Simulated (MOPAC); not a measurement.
MOPAC input (AM1):

```
AM1 PRECISE GNORM=0.05 LET XYZ UHF MS=0.5 GEO-OK AUX(PRECISION=9) THREADS=1
C2H6BO

C     1.42075400 1   -0.51585700 1   -0.20202500 1
B    -0.00957000 1    0.16411200 1    0.04147300 1
C    -1.34974800 1   -0.70176700 1   -0.10568400 1
O    -0.08276600 1    1.41926800 1    0.35866700 1
H     2.24790600 1    0.17807700 1   -0.07136700 1
H     1.53238900 1   -1.34937500 1    0.49519500 1
H     1.44422200 1   -0.92212800 1   -1.21579200 1
H    -1.30067100 1   -1.53948300 1    0.59371100 1
H    -1.38883800 1   -1.11223600 1   -1.11727600 1
H    -2.25107000 1   -0.12381900 1    0.08507900 1
```

Output:

```
 *******************************************************************************
 **                                                                           **
 **                              MOPAC v23.2.5                                **
 **                                                                           **
 *******************************************************************************
 ** MOPAC's Digital Object Identifier: https://doi.org/10.5281/zenodo.6511958 **
 **                                                                           **
 ** Please cite the open-source release paper for use of this MOPAC version:  **
 ** J. E. Moussa and J. J. P. Stewart (2026)                                  **
 ** MOPAC: An open-source semiempirical molecular orbital program             **
 ** J. Open Source Softw., 11(119), 8025, https://doi.org/10.21105/joss.08025 **
 *******************************************************************************

                              AM1 CALCULATION RESULTS

 *******************************************************************************
 *  AM1        - The AM1 Hamiltonian to be used
 *  GEO-OK     - OVERRIDE INTERATOMIC DISTANCE AND OTHER SAFETY CHECKS
 *  UHF        - UNRESTRICTED HARTREE-FOCK CALCULATION
 *  MS=        - IN MECI, MAGNETIC COMPONENT OF SPIN =  0.5
 *  LET        - OVERRIDE SOME SAFETY CHECKS
 *  PRECISE    - TIGHTER CRITERIA TO BE USED
 *  XYZ        - CARTESIAN COORDINATE SYSTEM TO BE USED
 *  GNORM      - EXIT WHEN GRADIENT NORM DROPS BELOW 0.050
 *  AUX        - OUTPUT AUXILIARY INFORMATION
 *******************************************************************************
AM1 PRECISE GNORM=0.05 LET XYZ UHF MS=0.5 GEO-OK AUX(PRECISION=9) THREADS=1
 C2H6BO

   ATOM   CHEMICAL          X               Y               Z
  NUMBER   SYMBOL      (ANGSTROMS)     (ANGSTROMS)     (ANGSTROMS)

     1       C          1.42075400  *  -0.51585700  *  -0.20202500  *
     2       B         -0.00957000  *   0.16411200  *   0.04147300  *
     3       C         -1.34974800  *  -0.70176700  *  -0.10568400  *
     4       O         -0.08276600  *   1.41926800  *   0.35866700  *
     5       H          2.24790600  *   0.17807700  *  -0.07136700  *
     6       H          1.53238900  *  -1.34937500  *   0.49519500  *
     7       H          1.44422200  *  -0.92212800  *  -1.21579200  *
     8       H         -1.30067100  *  -1.53948300  *   0.59371100  *
     9       H         -1.38883800  *  -1.11223600  *  -1.11727600  *
    10       H         -2.25107000  *  -0.12381900  *   0.08507900  *

          CARTESIAN COORDINATES

    NO.       ATOM           X           Y           Z

     1         C          1.4208     -0.5159     -0.2020
     2         B         -0.0096      0.1641      0.0415
     3         C         -1.3497     -0.7018     -0.1057
     4         O         -0.0828      1.4193      0.3587
     5         H          2.2479      0.1781     -0.0714
     6         H          1.5324     -1.3494      0.4952
     7         H          1.4442     -0.9221     -1.2158
     8         H         -1.3007     -1.5395      0.5937
     9         H         -1.3888     -1.1122     -1.1173
    10         H         -2.2511     -0.1238      0.0851

  H: (AM1): M.J.S. DEWAR ET AL, J. AM. CHEM. SOC. 107 3902-3909 (1985)
  B: (AM1): M.J.S. DEWAR ET AL, ORGANOMETALLICS, 7, 513-521 (1988)
  C: (AM1): M.J.S. DEWAR ET AL, J. AM. CHEM. SOC. 107 3902-3909 (1985)
  O: (AM1): M.J.S. DEWAR ET AL, J. AM. CHEM. SOC. 107 3902-3909 (1985)

           Empirical Formula: C2 H6 O B  =    10 atoms

      MOLECULAR POINT GROUP   :   C2v

          UHF CALCULATION, NO. OF ALPHA ELECTRONS =   12
                           NO. OF BETA  ELECTRONS =   11

          Geometry optimization using EF

          DIAGONAL MATRIX USED AS START HESSIAN

 CYCLE:     1  GRAD.:    86.388 HEAT: -47.96977
 CYCLE:     2  GRAD.:   253.393 HEAT: -35.13801
 CYCLE:     3  GRAD.:   111.085 HEAT: -48.89031
 CYCLE:     4  GRAD.:   345.944 HEAT: -31.72380
 CYCLE:     5  GRAD.:    77.772 HEAT: -51.01182
 CYCLE:     6  GRAD.:   204.122 HEAT: -38.62104
 CYCLE:     7  GRAD.:    92.763 HEAT: -47.68127
 CYCLE:     8  GRAD.:    88.364 HEAT: -49.17662
 CYCLE:     9  GRAD.:    14.454 HEAT: -52.84582
 CYCLE:    10  GRAD.:    13.421 HEAT: -52.88565
 CYCLE:    11  GRAD.:    56.316 HEAT: -52.08048
 CYCLE:    12  GRAD.:     2.780 HEAT: -52.94256
 CYCLE:    13  GRAD.:    11.748 HEAT: -52.91410
 CYCLE:    14  GRAD.:     2.201 HEAT: -52.96077
 CYCLE:    15  GRAD.:     5.674 HEAT: -52.96107
 CYCLE:    16  GRAD.:     4.758 HEAT: -52.98137
 CYCLE:    17  GRAD.:    14.357 HEAT: -52.91187
 CYCLE:    18  GRAD.:     1.117 HEAT: -52.99345
 CYCLE:    19  GRAD.:     4.095 HEAT: -52.98963
 CYCLE:    20  GRAD.:     0.613 HEAT: -52.99432
 CYCLE:    21  GRAD.:     0.397 HEAT: -52.99445
 CYCLE:    22  GRAD.:     0.018 HEAT: -52.99454

     GRADIENT =  0.01757 IS LESS THAN CUTOFF =  0.05000

 -------------------------------------------------------------------------------
 AM1 PRECISE GNORM=0.05 LET XYZ UHF MS=0.5 GEO-OK AUX(PRECISION=9) THREADS=1
 C2H6BO

     GEOMETRY OPTIMISED USING EIGENVECTOR FOLLOWING (EF).
     SCF FIELD WAS ACHIEVED

                              AM1 CALCULATION
                                                       MOPAC v23.2.5 Linux

          FINAL HEAT OF FORMATION =        -52.99454 KCAL/MOL =    -221.72915 KJ/MOL

          COSMO AREA              =        103.53 SQUARE ANGSTROMS
          COSMO VOLUME            =         87.76 CUBIC ANGSTROMS

          GRADIENT NORM           =          0.01757          =       0.00556 PER ATOM
          IONIZATION POTENTIAL    =         10.856672 EV
          ALPHA SOMO LUMO (EV)    =        -10.857  2.299
          BETA  SOMO LUMO (EV)    =        -12.166 -1.289
          NO. OF ALPHA ELECTRONS  =         12
          NO. OF BETA  ELECTRONS  =         11
          MOLECULAR WEIGHT        =         56.8788         POINT GROUP:  C2v

          MOLECULAR DIMENSIONS (Angstroms)

            Atom       Atom       Distance
            H    10    H     5     4.39672
            H     8    O     4     2.84467
            H     9    H     6     1.73377

          SCF CALCULATIONS        =         23

   ATOM   CHEMICAL          X               Y               Z
  NUMBER   SYMBOL      (ANGSTROMS)     (ANGSTROMS)     (ANGSTROMS)

     1       C          1.36715808  *  -0.52142602  *  -0.20065102  *
     2       B         -0.00951497  *   0.16334060  *   0.04130187  *
     3       C         -1.29591642  *  -0.70010587  *  -0.10805063  *
     4       O         -0.08115419  *   1.39119550  *   0.35156343  *
     5       H          2.18855804  *   0.20819998  *  -0.06079484  *
     6       H          1.43530046  *  -1.34890254  *   0.53409719  *
     7       H          1.34383551  *  -0.90582875  *  -1.24032647  *
     8       H         -1.20203194  *  -1.52585698  *   0.62580404  *
     9       H         -1.29347570  *  -1.08275508  *  -1.14862612  *
    10       H         -2.19566390  *  -0.08595699  *   0.09168549  *

                             CARTESIAN COORDINATES

   1    C        1.367158082    -0.521426024    -0.200651016
   2    B       -0.009514970     0.163340597     0.041301872
   3    C       -1.295916424    -0.700105873    -0.108050633
   4    O       -0.081154190     1.391195499     0.351563434
   5    H        2.188558038     0.208199984    -0.060794839
   6    H        1.435300457    -1.348902538     0.534097192
   7    H        1.343835508    -0.905828750    -1.240326471
   8    H       -1.202031938    -1.525856980     0.625804041
   9    H       -1.293475698    -1.082755075    -1.148626123
  10    H       -2.195663899    -0.085956988     0.091685493

           Empirical Formula: C2 H6 O B  =    10 atoms

      MOLECULAR POINT GROUP   :   C2v

          ALPHA EIGENVALUES
 -38.16494 -31.27424 -28.37843 -19.22066 -16.05438 -15.44578 -15.12949 -13.44697
 -13.30281 -13.20161 -12.92875 -10.85667   2.29946   2.69457   4.19969   4.32986
   4.37037   4.53407   4.63150   4.66507   5.82637   6.90513

           BETA EIGENVALUES
 -36.05036 -30.61991 -28.03298 -18.56381 -15.18832 -14.93515 -13.91134 -13.38252
 -12.82395 -12.56903 -12.16584  -1.28919   2.32671   3.03517   4.31137   4.42932
   4.50368   4.60598   4.70686   4.73983   6.28969   7.26523

              NET ATOMIC CHARGES AND DIPOLE CONTRIBUTIONS

  ATOM NO.   TYPE          CHARGE      No. of ELECS.   s-Pop       p-Pop
    1          C          -0.233696        4.2337     1.23459     2.99911
    2          B           0.028799        2.9712     1.16590     1.80530
    3          C          -0.233700        4.2337     1.23459     2.99911
    4          O          -0.119019        6.1190     1.90267     4.21635
    5          H           0.089812        0.9102     0.91019
    6          H           0.094495        0.9055     0.90550
    7          H           0.094498        0.9055     0.90550
    8          H           0.094497        0.9055     0.90550
    9          H           0.094501        0.9055     0.90550
   10          H           0.089813        0.9102     0.91019
 DIPOLE           X         Y         Z       TOTAL
 POINT-CHG.     0.091    -1.556    -0.393     1.608
 HYBRID         0.012    -0.204    -0.051     0.211
 SUM            0.103    -1.760    -0.445     1.818

          ATOMIC ORBITAL ELECTRON POPULATIONS

     Atom    s        px        py        pz
    1  C   1.23459   0.97381   1.00895   1.01635
    2  B   1.16590   0.74532   0.68560   0.37438
    3  C   1.23459   0.98036   1.00142   1.01733
    4  O   1.90267   1.18316   1.35166   1.68153
    5  H   0.91019
    6  H   0.90550
    7  H   0.90550
    8  H   0.90550
    9  H   0.90550
   10  H   0.91019

                    (SZ)    =    0.500000
                    (S**2)  =    0.762682

          ATOMIC ORBITAL SPIN POPULATIONS

    Atom   Total    s     px     py     pz
         Atomic
    1  C  0.1936  0.021  0.109  0.048  0.014
    2  B -0.1469 -0.034 -0.055 -0.031 -0.026
    3  C  0.1936  0.021  0.095  0.066  0.012
    4  O  0.8040  0.010  0.753  0.013  0.028
    5  H -0.0094 -0.009
    6  H -0.0064 -0.006
    7  H -0.0064 -0.006
    8  H -0.0064 -0.006
    9  H -0.0064 -0.006
   10  H -0.0094 -0.009

 **********************
 *                    *
 * JOB ENDED NORMALLY *
 *                    *
 **********************

 == MOPAC DONE ==
```

The geometry given is a B3LYP-D3(BJ)/def2-TZVP minimum.
